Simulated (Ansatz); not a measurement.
CH8SeSi2, SMILES `[SiH3][SiH2]C[SeH]` from Hartree–Fock to CCSD(T)

Cartesian coordinates in Å:
```
Si -0.1346 0.6156 1.8005
Si -0.6833 0.5514 -0.4751
C -0.0912 -1.0705 -1.2177
Se 1.8180 -1.3130 -0.8639
H -0.3037 -0.7426 2.3859
H -1.0496 1.5505 2.5130
H 1.2621 1.0703 2.0198
H -0.0159 1.6698 -1.1998
H -2.1558 0.6983 -0.6716
H -0.2840 -1.1574 -2.2871
H -0.5739 -1.9107 -0.7140
H 2.2118 0.0380 -1.2899
```

The species carries charge 0 and has multiplicity 1. Correlated methods include outer-core shells of Se, which these sets cover unevenly. Scalar relativity is left out up to krypton. All single points use the PBE0-D4/def2-TZVP geometry. It is one conformer, not always the lowest. Frozen core, restricted reference, the Gaussian-basis code of Ansatz.

```json
{"basis": "def2-SVP", "HF (Eh)": "-3019.71314", "MP2 corr.": "-0.58845"}
{"basis": "def2-TZVPP", "HF (Eh)": "-3020.26156", "MP2 corr.": "-0.71104"}
{"basis": "def2-QZVPP", "HF (Eh)": "-3020.32877", "MP2 corr.": "-1.04374"}
```

Task: Estimate the CCSD correlation energy and the (T) correction in each basis where they were run (hartree).

Result: 
| basis | CCSD corr. | (T) |
| --- | --- | --- |
| def2-SVP | -0.64959 | -0.01833 |
| def2-TZVPP | -0.77090 | -0.02922 |
